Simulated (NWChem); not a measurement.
System: CrO₂F cation; SMILES [O]=[Cr+](=[O])[F]

Input file for NWChem:

```
start job
memory heap 200 mb stack 900 mb global 1100 mb
charge 1
geometry units angstroms noautoz
  Cr     0.275237    -0.055126     0.000000
  O     -0.292591    -0.773048     1.236141
  O     -0.292591    -0.773048    -1.236141
  F     -0.205459     1.545772     0.000000
end
basis spherical
  * library def2-tzvp
end
dft
  xc mn15-l
  iterations 150
  mulliken
end
task dft energy
```

All runs use the structure optimised with PBE-D3(BJ)/def2-SVP. This spin state was assumed; another may lie lower.

Give the results of this calculation. (MN15-L/def2-TZVP.) Quantities: energy (Ha); highest occupied level (eV); orbital gap (eV).


| Property | Value |
|---|---|
| energy (Ha) | -1294.25 |
| highest occupied level (eV) | -16.30 |
| orbital gap (eV) | 2.82 |
